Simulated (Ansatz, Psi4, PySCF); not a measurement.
Cl2Pb, singlet, at a GFN2-xTB geometry (such geometries of metal compounds can be far from the true shape) (core potentials on Pb). Base run: PySCF with PBE0/def2-TZVP.

Here is a job for PySCF.
```python
from pyscf import gto, scf, dft

mol = gto.Mole()
mol.atom = '''
    Pb    0.007651   -0.011172    0.463444
    Cl    1.261912    1.446514   -1.104634
    Cl   -1.298818   -1.392625   -1.130800
'''
mol.basis = 'def2-tzvp'
mol.ecp = {'Pb': 'def2-tzvp'}
mol.charge = 0
mol.spin = 0
mol.verbose = 4
mol.build()

mf = dft.RKS(mol)
mf.xc = 'pbe0'
mf.kernel()
```

The same geometry, method and basis name were run in Ansatz (an electronic-structure program) and Psi4 and PySCF, at each program's defaults and at the settings that a row names. The base is PySCF at its defaults. Differences at the defaults can come from grids, fitting, cores and function types together.

```
code and settings                                                                             ΔE vs base (mEh)  basis functions       E (Eh)  SCF cycles  dipole (D)
--------------------------------------------------------------------------------------------  ----------------  ---------------  -----------  ----------  ----------
PySCF, defaults (exact integrals, its default grid, spherical functions)                                 0.000              124  -1113.11609          11        4.63
Psi4, defaults (density fitting with its default set, its default grid, spherical functions)            -0.006              124  -1113.11610           8        4.63
Ansatz, defaults (factorised integrals, its default grid, spherical functions)                           0.035              124  -1113.11606           -           -
PySCF, density fitting with def2-universal-jkfit                                                        -0.001              124  -1113.11609          11        4.63
PySCF, fine grid                                                                                        -0.004              124  -1113.11609          11        4.63
Psi4, exact integrals, spherical functions, fine grid                                                   -0.003              124  -1113.11609          10        4.63
Ansatz, high accuracy                                                                                   -0.003              124  -1113.11609           -           -
```
